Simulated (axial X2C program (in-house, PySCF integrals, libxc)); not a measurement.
**What spin–orbit coupling does to TiCl**

Calculated with an axial X2C code built on PySCF integrals. Spin-free means the one-electron spin-free X2C Hamiltonian; two-component (2c) means X2C with spin–orbit coupling and atomic mean-field two-electron Coulomb and Gaunt terms, so the difference of the two also holds small scalar two-electron terms. Basis: Ti dyall-cv3z [10s10p6d4f2g], Cl dyall-av3z [9s8p3d2f] (cores contracted in-house); Gaussian nuclei, density fitting, unrestricted open shells. Masses: Ti 47.948 u, Cl 34.969 u.

Spin-free state: M_S = 3/2, Λ = 3 (beyond evenly filled blocks: σα, π+α, δ+α); fragments Ti + Cl.

| level | Re (Å) | ωe (cm⁻¹) | De (eV) | μ (D) |
| --- | --- | --- | --- | --- |
| PBE0 | 2.253 | 410.4 | 4.614 | -3.89 |
| HF | 2.362 | 377.8 | 3.649 | -3.80 |
| MP2 | 2.319 | 384.9 | 4.386 | n/a |
| CCSD(T) | 2.309 | 387.5 | 4.080 | n/a |
| BHandHLYP | 2.290 | 399.4 | 3.988 | -4.13 |

Correlated methods: 11 electrons correlated (number of frozen shells: Ti 3 s, 2 p; Cl 2 s, 1 p), 279 virtual spin orbitals or spinors in MP2, 90 natural virtuals in coupled cluster.

Dipoles are positive if Cl is the positive end.

Two-component determinant lowest at the distance of the search:

Ω = 3/2 (⟨Sz⟩ = -1.50, ⟨Lz⟩ = 3.00 at HF); fragments Ti + Cl.

| level | Re (Å) | ωe (cm⁻¹) | De (eV) | μ (D) |
| --- | --- | --- | --- | --- |
| PBE0 | 2.253 | 410.4 | n/a | -3.89 |
| HF | 2.362 | 377.7 | n/a | -3.80 |
| MP2 | 2.319 | 384.8 | n/a | n/a |
| CCSD(T) | 2.309 | 387.4 | 4.051 | n/a |
| BHandHLYP | 2.290 | 399.4 | n/a | -4.13 |

(1) From the two tables, how do the constants change at the CCSD(T) level (2c against spin-free)?

One determinant describes the state; a PBE0 search over occupations chose it and may have missed a lower one. De is counted from the lowest determinant-based energies of the atoms at the same level, without counterpoise correction. De is not given where an atomic determinant may have missed its ground term or J level, or where the truncated virtual space spoils (T). Density functionals use the spin component along the axis (collinear). CCSD and (T) use frozen natural virtuals with an MP2 correction for the truncation; (T) itself is uncorrected, so its De runs slightly low. The 2c atoms are single determinants rather than J levels; their spin–orbit lowering is only partly caught, and De is too large by that part. This holds for CCSD(T). PBE0 can misorder states that lie within some tenths of an eV, so this need not be the ground state of the molecule. The nearest other spin-free determinant of the search, M_S = 3/2, Λ = 0, lies 0.016 eV up at the distance of the search. The functionals have no current-density term, which raises determinants with orbital currents, atoms included. With several unpaired electrons one determinant need not be a pure state. The outer-core s and p shells of the metal are frozen in the correlated rows, which leaves out core–valence correlation; for alkali and alkaline-earth bonds that tends to lengthen them.

## Answers

(1) At the CCSD(T) level Re is unchanged within 0.001 Å and ωe is unchanged to within 0.2 cm⁻¹; De is not compared, since the atomic limits differ or miss part of their spin–orbit lowering.
